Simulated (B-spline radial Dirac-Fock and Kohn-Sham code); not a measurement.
Method: configuration-average Dirac-Fock orbitals. Computed with a radial finite-basis atomic code.

**Question.** This computed X-ray form factor belongs to an atom or ion in its tabulated ground configuration. Which?

| sin θ/λ (Å⁻¹) | f₀ |
| --- | --- |
| 0.1 | 19.407 |
| 0.15 | 17.629 |
| 0.6 | 8.007 |
| 0.8 | 6.677 |
| 1.1 | 5.310 |
| 1.2 | 4.872 |
| 2 | 2.291 |
| 2.5 | 1.637 |
| 3.5 | 1.171 |

**Answer.** Ti, with 22 electrons in [Ar] 3d2 4s2. f₀ tends to the number of electrons as s goes to zero, which the first rows give only roughly, and the rate of fall reflects the nuclear charge, 22.

**Question.** This computed X-ray form factor belongs to an atom or ion in its tabulated ground configuration. Which?

| sin θ/λ (Å⁻¹) | f₀ |
| --- | --- |
| 0.25 | 33.479 |
| 0.3 | 31.595 |
| 0.35 | 29.695 |
| 0.5 | 24.566 |
| 0.6 | 21.899 |
| 0.8 | 18.065 |
| 1 | 15.220 |
| 1.4 | 10.583 |
| 3.5 | 3.877 |

**Answer.** Ag⁸⁺, with 39 electrons in [Kr] 4d3. f₀ tends to the number of electrons as s goes to zero, which the first rows give only roughly, and the rate of fall reflects the nuclear charge, 47.

**Question.** This computed X-ray form factor belongs to an atom or ion in its tabulated ground configuration. Which?

```csv
sin θ/λ (Å⁻¹),f₀
0.15,11.956
0.2,11.921
0.7,11.111
0.8,10.869
1.1,10.054
1.8,8.085
3,5.516
3.5,4.680
5,2.774
```

**Answer.** Xe⁴²⁺, with 12 electrons in [Ne] 3s2. f₀ tends to the number of electrons as s goes to zero, which the first rows give only roughly, and the rate of fall reflects the nuclear charge, 54.

**Question.** This computed X-ray form factor belongs to an atom or ion in its tabulated ground configuration. Which?

```
sin θ/λ (Å⁻¹)      f₀
          0.1  35.783
         0.15  35.514
         0.33  33.761
         0.41  32.654
          0.5  31.239
         0.62  29.176
         1.13  20.755
         4.71   4.502
         7.07   2.692
```

**Answer.** Er³²⁺, with 36 electrons in [Ar] 3d10 4s2 4p6. f₀ tends to the number of electrons as s goes to zero, which the first rows give only roughly, and the rate of fall reflects the nuclear charge, 68.
